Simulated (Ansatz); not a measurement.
Program: Ansatz. Geometries: PBE0-D4/def2-TZVP. ΔE: electronic, gas phase. CCSD(T)/CBS adds triple-zeta CCSD(T) − MP2 to the extrapolated MP2 energy (def2 sets, frozen cores). DFT in def2-TZVPP. B3LYP here is the variant with VWN-RPA as its local correlation; programs differ in this. For Se outer-core shells are correlated without core-valence functions, which leaves a few kJ/mol of doubt a bond. Scalar relativity is left out up to krypton. Each species was taken in one conformer, which may not be the lowest.

Reaction (ligand exchange at the Si–O bond): `F[SiH2]OC[SeH]` + `C#CNC` → `C#CN(C)[SiH2]F` + `OC[SeH]`

| level | ΔE (kJ/mol) | difference from CCSD(T)/CBS |
| --- | --- | --- |
| PBE-D4 | 34.7 | -3.7 |
| r2SCAN-D4 | 40.4 | 2.0 |
| PBE0-D4 | 37.0 | -1.4 |
| B3LYP-D4 | 40.9 | 2.5 |
| ωB97X-V | 40.7 | 2.3 |
| ωB97M-V | 40.1 | 1.7 |
| B2PLYP | 40.1 | 1.7 |
| PBE | 34.9 | -3.5 |
| r2SCAN | 40.6 | 2.2 |
| PBE0 | 37.1 | -1.3 |
| B3LYP | 41.1 | 2.7 |
| HF/def2-TZVPP | 48.3 | 9.9 |
| MP2/def2-TZVPP | 36.3 | -2.1 |
| SCS-MP2/def2-TZVPP | 38.3 | -0.1 |
| CCSD/def2-TZVPP | 39.1 | 0.7 |
| CCSD(T)/def2-TZVPP | 37.4 | -1.0 |
| HF/def2-QZVPP | 48.5 | 10.1 |
| MP2/def2-QZVPP | 37.0 | -1.4 |
| SCS-MP2/def2-QZVPP | 38.8 | 0.4 |
| HF/CBS(def2) | 48.5 | 10.1 |
| MP2/CBS(def2) | 37.4 | -1.0 |
| CCSD/CBS(def2) | 40.1 | 1.7 |
| CCSD(T)/CBS | 38.4 | 0 |

Largest T1 diagnostic among the species: 0.012.

In def2-TZVPP, CCSD(T) changes the Hartree–Fock value by −10.9 kJ/mol (the triples alone add −1.7 kJ/mol) and MP2 by −12.0 kJ/mol.
